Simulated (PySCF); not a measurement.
A calculated (LDA, PySCF 2.14, x2c-TZVPPall, the spin-free X2C one-electron Hamiltonian (Gaussian nucleus)) atom or ion has these occupied shells.

| shell | electrons | orbital energy (eV) | rms radius, mean of both spins (bohr) |
| --- | --- | --- | --- |
| 1s α | 1 | -4848.8 | 0.0805 |
| 1s β | 1 | -4848.7 | 0.0805 |
| 2s α | 1 | -531.30 | 0.354 |
| 2s β | 1 | -530.61 | 0.354 |
| 2p α | 3 | -439.93 | 0.322 |
| 2p β | 3 | -439.37 | 0.322 |
| 3s α | 1 | -59.317 | 1.09 |
| 3s β | 1 | -57.220 | 1.09 |
| 3p α | 3 | -35.995 | 1.20 |
| 3p β | 3 | -33.890 | 1.20 |
| 4s α | 1 | -4.231 | 3.88 |
| 3d α | 3 | -2.629 | 2.24 |

Q: Name the element and its charge.

A: Ti (titanium, neutral), in [Ar] 3d3 4s1, high-spin 5F determinant (an excited configuration).
